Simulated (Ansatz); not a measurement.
Species: BHCl2, charge 0, singlet. BHCl2 (SMILES ClBCl).
B3LYP-D3(BJ)/def2-TZVP minimum from Ansatz (an electronic-structure program):
```
B
H 1 1.1816
Cl 1 1.7421 2 119.57
Cl 1 1.7421 2 119.57 3 -180.00
```
Charge 0, spin multiplicity 1.

Total energies in cc-pV(T+d)Z, 18 correlated electrons, 11 frozen orbitals. Radicals and triplets start from unrestricted determinants; spin-orbit coupling is neglected. Correlated methods leave the cores frozen. No relativity.

```tsv
method	program	energy (Eh)	minus CCSDT(Q) (mEh)
HF	Ansatz	-944.39220	539.44
MP2	Ansatz	-944.86891	62.73
CCSD	Ansatz	-944.90697	24.67
CCSD(T)	Ansatz	-944.92949	2.15
CCSDT(Q)	Ansatz	-944.93164	0.00
```

Rough core times of Ansatz's runs on a shared machine: CCSD(T) under 20 s, CCSDT(Q) 20 min.
